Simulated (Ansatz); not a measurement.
Reaction (ligand exchange at a B–O bond): `CCBO` + H₂S → `CCBS` + H₂O

Isolated molecules relaxed with PBE0-D4/def2-TZVP in Ansatz; ΔE leaves out vibrations. CCSD(T)/CBS adds triple-zeta CCSD(T) − MP2 to the extrapolated MP2 energy (def2 sets, frozen cores). This one scheme is used for every species. Functionals use def2-TZVPP. One conformer a species, not always the lowest.

`CCBO`:

Cartesian coordinates in Å:
```
C -0.305 1.156 0.814
C 0.512 0.153 0.002
B -0.353 -0.842 -0.850
O -0.047 -2.152 -1.009
H -0.907 0.656 1.577
H 0.333 1.882 1.325
H -0.993 1.711 0.172
H 1.222 -0.377 0.650
H 1.133 0.705 -0.721
H -1.336 -0.474 -1.435
H 0.740 -2.417 -0.524
```

H₂S:

Cartesian coordinates in Å:
```
S -0.261 -0.522 -0.208
H -0.223 0.086 0.987
H 0.484 0.436 -0.779
```

`CCBS`:

Z-matrix (Å, degrees):
```
C
C 1 1.529
H 1 1.093 2 111.3
H 1 1.092 2 111.1 3 -119.5
H 1 1.093 2 111.6 3 120.0
B 2 1.561 1 114.1 3 64.6
H 2 1.101 1 108.7 3 -178.5
H 2 1.095 1 110.6 3 -63.1
S 6 1.778 2 125.5 1 -139.5
H 6 1.198 2 121.2 1 42.0
H 9 1.346 6 98.9 2 1.8
```

H₂O:

Cartesian coordinates in Å:
```
O -0.333 -0.125 0.158
H -0.064 -0.185 -0.761
H 0.397 0.310 0.603
```

| level | ΔE (eV) |
| --- | --- |
| B97M-V | 0.48 |
| r2SCAN | 0.46 |
| CAM-B3LYP | 0.59 |
| LC-ωPBE | 0.50 |
| MP2/def2-SVP | 0.62 |
| CCSD(T)/def2-TZVPP | 0.48 |
| MP2/def2-QZVPP | 0.41 |
| SCS-MP2/def2-QZVPP | 0.46 |

(1) What does CCSD(T)/CBS give? (Best estimate.)

(2) What do rigid-rotor, harmonic-oscillator terms from PBE0-D4/def2-TZVP frequencies (298.15 K, 1 bar) make of the CCSD(T)/CBS value? (Estimate.)

Largest T1 diagnostic among the species: 0.012.

Answers

(1) The calculation gave: +0.43 eV. The listed levels differ from it by 0.05, 0.03, 0.16, 0.07, 0.19, 0.05, -0.02, 0.03 eV.

(2) The calculation gave: ΔZPE = +0.03 eV, ΔH = +0.47 eV, ΔS = -3 J/(mol·K), ΔG = +0.48 eV. Modes under 50 cm⁻¹ make the entropy rough.

Leaving LDA and LC-ωPBE aside and taking each functional with its dispersion term where it has one, the values, not all of them listed here, spread over 0.19 eV, from revPBE-D4 to CAM-B3LYP-D4. LDA lies +0.03 eV from PBE without D4. At CCSD(T), def2-SVP lies +0.21 eV from the extrapolated value and def2-TZVPP +0.04 eV.
